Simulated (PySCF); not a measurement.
Species: C7H6O3 (charge +1 and doublet state).
Z-matrix (Å and degrees, GFN2-xTB geometry), rows numbered from 1:
```
C 
C   1  1.5045
O   2  1.1956  1  122.83
C   2  1.4890  1  115.87  3  -179.73
C   4  1.3739  2  116.57  1   178.54
O   5  1.2970  4  123.28  2  -179.97
C   6  1.3827  5  124.23  4    -0.15
O   7  1.1919  6  120.85  5  -180.00
C   7  1.4636  6  114.50  5     0.06
C   9  1.3505  7  120.41  6     0.08
H   1  1.0900  2  109.23  3   119.13
H   1  1.0897  2  109.48  3  -120.98
H   1  1.0884  2  109.15  3    -0.79
H   5  1.0908  4  121.38  2     0.07
H   9  1.0794  7  115.65  6  -179.95
H  10  1.0843  4  120.38  2    -0.04
```

The hyperfine couplings belong to this conformer and change with its torsions.

As a line formula: `CC(=O)C1=COC(=O)[CH][CH+]1` [radical] (charge +1).

Computed, not measured: PySCF 2.14.0, UKS B3LYP, pcH-1 on C H O, non-relativistic, mean-field spin-orbit, GIAO. Isolated species at its GFN2-xTB geometry (one conformer only). Couplings are sensitive to structure, and on GFN2-xTB geometries they can be far from those on DFT ones, by a factor of two or more for some ions and for spin on atoms past the first row. Stability of the SCF solution: not tested. ⟨S²⟩ is 0.774 where a pure state has 0.75.

(1) Predict the first-order ENDOR lines of H15, H14, H16 and H11/H12/H13 under fast tumbling at B = 1205.7 mT (Q band).

(2) Which pairs are centred on the nuclear Larmor frequency, and which on half the coupling?

Results:

(1) ν± = |νn ± a/2|, one line for each electron-spin manifold; νn = |g_N| × 7.62259 MHz/T × B.

| nuclei | isotope | g_N | νn (MHz) | a_iso (MHz) | lower line (MHz) | upper line (MHz) |
| --- | --- | --- | --- | --- | --- | --- |
| H15 | 1H | 5.5857 | 51.34 | -25.42 | 38.62 | 64.05 |
| H14 | 1H | 5.5857 | 51.34 | -13.13 | 44.77 | 57.90 |
| H16 | 1H | 5.5857 | 51.34 | 4.64 | 49.01 | 53.66 |
| H11/H12/H13 | 1H | 5.5857 | 51.34 | -3.67 | 49.50 | 53.17 |

(2) Centred on νn, since |a| < 2νn: H15, H14, H16 and H11/H12/H13. No pair has |a| > 2νn.

Means are taken over nuclei equivalent by connectivity, which assumes that they swap fast. The three 1H nuclei of mean -3.7 MHz run from -7.8 to -1.0 MHz in the frozen geometry.

Largest spin populations (Mulliken): C9 (+0.38), O8 (+0.29), C4 (+0.28) and C5 (+0.15). The positive populations add up to 1.31 and the negative ones to -0.31, together 2S = 1.
